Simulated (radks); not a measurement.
Species: In31+. Configuration: [Ne] 3s2 3p5 4p1 (not the ground configuration).

Method: Dirac Kohn-Sham, PBE, spin-unpolarised, spherical densities, finite nucleus; open shells fill j = l - 1/2 first; Fermi nuclear charge, rms radius 4.6156 fm; computed with a radial shooting solver on a logarithmic mesh with Libxc functionals.

Energy parts (eV):
| part | energy |
|---|---|
| total | -140167.961 |
| kinetic | 148314.469 |
| electron-nucleus | -309404.080 |
| Hartree | 23795.576 |
| exchange-correlation | -2873.927 |

Orbitals (lengths in bohr, moments of r in powers of bohr; r(max) is where P^2 peaks):
orbital	occ.	eigenvalue (eV)	r(max)	<r^2>
1s1/2	2	-29354.27	0.01922	0.001195
2s1/2	2	-5732.425	0.1083	0.01897
2p1/2	2	-5467.141	0.08351	0.01410
2p3/2	4	-5252.610	0.08786	0.01534
3s1/2	2	-2102.596	0.2968	0.1133
3p1/2	2	-2005.429	0.2808	0.1051
3p3/2	3	-1955.077	0.2889	0.1106
4p1/2	1	-1024.486	0.6000	0.4084
4p3/2	0	-1006.389	0.6122	0.4235

The highest occupied level is 4p1/2 at -1024.5 eV. The density falls to 0.001 e/bohr^3 at r = 1.26 bohr.
